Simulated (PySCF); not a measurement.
Species: C₅H₁₀O₂Si.
Geometry (GFN2-xTB, Å), atoms numbered from 1 in this order:
```
atom  x, y, z in Å
C1     2.1136    0.2073    0.1057
C2     0.7869   -0.0243   -0.6206
C3     0.3677   -1.4631   -0.4932
C4    -0.7940   -1.7562    0.0673
C5    -1.6738   -0.6429    0.5532
Si6   -0.7051    0.9317    0.1069
O7    -1.4116    1.9772   -0.9427
O8    -0.4011    1.8151    1.4339
H9     2.4392    1.2384   -0.0136
H10    1.9978    0.0062    1.1677
H11    2.8898   -0.4480   -0.2879
H12    0.9521    0.1938   -1.6824
H13    1.0464   -2.2255   -0.8501
H14   -1.1358   -2.7743    0.1930
H15   -1.8424   -0.7475    1.6249
H16   -2.6555   -0.7093    0.0812
H17   -1.7046    1.6714   -1.7961
H18   -0.2784    2.7564    1.3410
```

NICS is the negative of the GIAO shielding at a point without a nucleus: at the ring centre (0) and 1 Å above and below it (1); zz is the component along the ring normal. Level: GIAO PBE0/pcSseg-1 (PySCF, non-relativistic, gas phase) on the GFN2-xTB geometry, one conformer.

Ring bond lengths (Å), with Mayer bond orders in brackets: C2–C3 1.504 (1.02), C3–C4 1.323 (1.90), C4–C5 1.500 (1.05), C5–Si6 1.902 (0.84), Si6–C2 1.915 (0.79).

Task: Give the NICS values of each ring in ppm.

Result: 
```csv
ring,type,NICS(0),"NICS(1), two faces","NICS(1)zz, two faces",rms pucker (Å),"centre to ring atoms, mean (Å)"
C2–C3–C4–C5–Si6,"5-membered ring with Si; formal bonds 1 double, 4 single",-1.3,-2.5 / -2.5,-1.0 / 0.0,0.01,1.38
```

Task: What do they say, and how far can they be read as aromaticity?

Result: 
- C2–C3–C4–C5–Si6: mean NICS(1)zz -0.5 ppm, near zero. C2, C5, Si6 have four or more neighbours, so the value isn't read as a sign of a π ring current.

Task: What field does 7.05 T along the ring normal induce along that normal at the first NICS(1) probe listed for ring C2–C3–C4–C5–Si6, 1 Å off the ring?

Result: NICSzz × B0 = -1.0 ppm × 7.05 T = -7 μT, against the applied field.

Task: List the ring angles and the Hirshfeld charges of the ring atoms.

Result: 
- C2–C3–C4–C5–Si6: C2 103.2° (-0.125 e), C3 119.5° (-0.058 e), C4 119.2° (-0.055 e), C5 103.9° (-0.175 e), Si6 94.2° (+0.496 e); sum 540.0° against 540° for a flat convex ring.
